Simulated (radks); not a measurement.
Ionisation ladder of neodymium, from Nd22+ to Nd43+. Each ion is in the ground configuration listed by NIST, and IE = E(next ion) - E(this ion). Method: scalar-relativistic Kohn-Sham, exchange-only LDA, spin-polarised, spherical densities, point nucleus; open shells are filled with parallel spins first (spin-orbit coupling, left out, can overturn this in heavy ions); computed with a radial shooting solver on a logarithmic mesh with Libxc functionals.

species      configuration  E (hartree)  IE, Delta-SCF (eV)  IE, NIST (eV)       kind  error (eV)
Nd22+             [Kr] 4d2   -9405.4597              673.92            678     theory        -4.1
Nd23+             [Kr] 4d1   -9380.6938              711.16            714     theory        -2.8
Nd24+                 [Kr]   -9354.5591              866.76            859     theory        +7.8
Nd25+    [Ar] 3d10 4s2 4p5   -9322.7063              904.98            896     theory        +9.0
Nd26+    [Ar] 3d10 4s2 4p4   -9289.4489              942.86            939     theory        +3.9
Nd27+    [Ar] 3d10 4s2 4p3   -9254.7996              992.28            978     theory       +14.3
Nd28+    [Ar] 3d10 4s2 4p2   -9218.3340              1032.0           1049     theory       -17.0
Nd29+    [Ar] 3d10 4s2 4p1   -9180.4082              1071.4           1092     theory       -20.6
Nd30+        [Ar] 3d10 4s2   -9141.0351              1197.0           1191     theory        +6.0
Nd31+        [Ar] 3d10 4s1   -9097.0473              1242.2         1238.4  semi-emp.        +3.8
Nd32+            [Ar] 3d10   -9051.3965              2139.5           2134     theory        +5.5
Nd33+             [Ar] 3d9   -8972.7715              2233.3           2224     theory        +9.3
Nd34+             [Ar] 3d8   -8890.7009              2328.2           2321     theory        +7.2
Nd35+             [Ar] 3d7   -8805.1422              2424.1           2425     theory        -0.9
Nd36+             [Ar] 3d6   -8716.0569              2521.0           2525     theory        -4.0
Nd37+             [Ar] 3d5   -8623.4129              2647.4           2627     theory       +20.4
Nd38+             [Ar] 3d4   -8526.1221              2749.3           2758     theory        -8.7
Nd39+             [Ar] 3d3   -8425.0877              2852.3           2861     theory        -8.7
Nd40+             [Ar] 3d2   -8320.2689              2956.2           2974     theory       -17.8
Nd41+             [Ar] 3d1   -8211.6292              3061.0           3078     theory       -17.0
Nd42+                 [Ar]   -8099.1384              3410.9           3371     theory       +39.9
Nd43+         [Ne] 3s2 3p5   -7973.7893              3503.5           3465     theory       +38.5

Reference values: NIST Atomic Spectra Database (exp. = measured, semi-emp. = semi-empirical, theory = theoretical value adopted there). The ionisation energy per charge of the ion left behind rises most, in proportion, at Nd32+ ([Ar] 3d10), from 38.819 to 64.833 eV. Open shells are spherical and high-spin; term and fine-structure splittings are not resolved. Spin-orbit splitting is averaged out at the scalar-relativistic level.
